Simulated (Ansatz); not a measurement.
FZn (SMILES [F][Zn+]), charge +1, singlet, geometry from GFN2-xTB (such geometries of metal compounds can be far from the true shape); Ansatz (a program for electronic structure) with PBE/cc-pVDZ.

Here is a job for Ansatz.
Ansatz 0.2 input:
```yaml
crystal:
  periodic: [false, false, false]
  atoms:
    - {symbol: Zn, position_ang: [-0.00000000, -0.00000000, -0.40044249]}
    - {symbol: F, position_ang: [0.00000000, 0.00000000, 1.33480831]}
basis:
  gaussian:
    orbitals: cc-pVDZ
hamiltonian:
  xc: pbe
total_charge: 1
```

Output, abridged:

```
Functional definition: PBE
628 factors; their error is unknown
mean field evaluation 1: about -51094.6628 eV, gradient 1.2e2 eV
mean field evaluation 2: about -50769.3997 eV, gradient 2.8e2 eV
mean field evaluation 4: about -51118.2416 eV, gradient 9.4e0 eV
mean field evaluation 8: about -51118.4246 eV, gradient 9.9e-2 eV
mean field -51118.41278712 eV, -1878.5670206220 hartree, gradient 3.3e-5 eV, S^2 0.000000; 0 other end points of the search recorded, 0 dependent functions left out
reference -51118.41283861 eV, -1878.5670225143 hartree; 19, 19 occupied and 38, 38 virtual orbitals, 628 factors
Total energy: -51118.41283861 eV, -1878.5670225143 hartree
```
